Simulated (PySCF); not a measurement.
# Excitation energy of Tl by level of theory

Tl [Xe] 4f14 5d10 6s2 6p1 (2P) → Tl [Xe] 4f14 5d10 6s1 6p1 6d1 (high-spin determinant), as a difference of total energies. Computed with PySCF 2.14 in aug-cc-pVQZ-PP with ECP60MDF, with a scalar-relativistic core potential. Correlated levels: valence: 5s2 5p6 5d10 frozen. The calculations carry no spin-orbit coupling.

| method | excitation energy (eV) |
| --- | --- |
| UHF | 9.132 |
| MP2 (valence) | 9.761 |
| SCS-MP2 (valence) | 9.951 |
| CCSD (valence) | 9.888 |
| CCSD(T) (valence) | 9.894 |

**Question.** How much does correlation contribute at CCSD(T) (valence)?

**Answer.** 9.894 − (9.132) = 0.762 eV, measured against UHF.

The upper state lies above the first ionisation limit, but in LS coupling its spin forbids autoionisation to the ground ion; at this Z spin-orbit coupling breaks that rule.

The promoted electron is Rydberg-like, and one or two diffuse shells describe it only roughly, which tends to raise the upper state.

The determinant of the upper state mixes LS terms, which raises its energy above the lowest term, most at the Hartree-Fock and MP2 levels.
